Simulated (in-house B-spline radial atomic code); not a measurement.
Response of Br VIII (Br7+) as one setting changes: the share of exact exchange in a PBE hybrid. A dash marks a strongly mixed or unbound state. Computed with an all-electron radial atomic-structure program (B-spline basis): linear response of the closed shell [Ar] 3d10 with the functional's adiabatic kernel; scalar-relativistic (spin-free one-electron X2C), finite nucleus, no spin-orbit coupling, no double excitations, S, P, D and F terms only. Only terms of natural parity with L up to 3 were computed.

```csv
share of exact exchange in a PBE hybrid,lowest 1P (eV),"lowest 3P, Tamm-Dancoff (eV)",minus highest occupied level (eV),α (bohr³)
0,3d → 4p 83.08,3d → 4p 80.92,175.88,0.2837
0.1,?,?,?,?
0.2,3d → 4p 84.85,3d → 4p 82.63,180.01,0.2792
0.3,3d → 4p 85.73,3d → 4p 83.47,182.08,0.2771
0.4,?,?,?,?
0.5,3d → 4p 87.48,3d → 4p 85.16,186.23,0.2729
0.6,3d → 4p 88.35,3d → 4p 86.00,188.31,0.2709
0.7,3d → 4p 89.22,3d → 4p 86.84,190.39,0.2689
0.8,3d → 4p 90.08,3d → 4p 87.67,192.48,0.2669
0.9,3d → 4p 90.94,3d → 4p 88.50,194.57,0.265
1,3d → 4p 91.80,3d → 4p 89.33,196.67,0.2632
```

(1) What belongs in the row for 0.4?

(2) What belongs in the row for 0.1?

## Answers

(1) lowest 1P (eV): 3d → 4p 86.60; lowest 3P, Tamm-Dancoff (eV): 3d → 4p 84.32; minus highest occupied level (eV): 184.15; α (bohr³): 0.2749.

(2) lowest 1P (eV): 3d → 4p 83.97; lowest 3P, Tamm-Dancoff (eV): 3d → 4p 81.77; minus highest occupied level (eV): 177.94; α (bohr³): 0.2814.
